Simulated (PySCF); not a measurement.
Mapped SMILES: `[F:1][c:2]1[cH:3][cH:4][cH:5][c:6]2[cH:7][s:8][cH:9][c:10]12` (H(Xn): hydrogen on atom n).

Geometry: PBE0-D3(BJ)/def2-SVP; GIAO absolute shieldings from PySCF 2.14.0 with density-fitted response routines, gas phase, non-relativistic, averaged over equivalent atoms.

At mPW1PW91/pcSseg-1 (202 basis functions, 25 s wall time on 1 thread of an Arm Neoverse V2, shared host):
```csv
atoms,σ (ppm)
F1,295.6
C2,20.4
C6,39.4
C10,50.0
C4,53.7
C7,59.2
C5,61.5
C9,61.6
C3,73.4
S8,235.6
H(C9),23.59
H(C7),23.79
H(C5),23.82
H(C4),24.20
H(C3),24.54
```

Task: Estimate the result of repeating the calculation with PBE0/pcSseg-1.

Result: 
```tsv
atoms	σ at PBE0/pcSseg-1	change
F1	294.9	-0.7
C2	21.3	+0.9
C6	40.3	+0.9
C10	51.0	+1.0
C4	54.6	+0.9
C7	60.4	+1.2
C5	62.4	+0.9
C9	62.9	+1.3
C3	74.5	+1.1
S8	240.1	+4.5
H(C9)	23.53	-0.06
H(C7)	23.73	-0.06
H(C5)	23.75	-0.07
H(C4)	24.13	-0.07
H(C3)	24.48	-0.06
```

The largest change is at S8 (aromatic ring sulfur). Cost: 202 basis functions, 26 s wall time on 1 thread of an Arm Neoverse V2, shared host. The order of the carbon signals is the same at both levels.
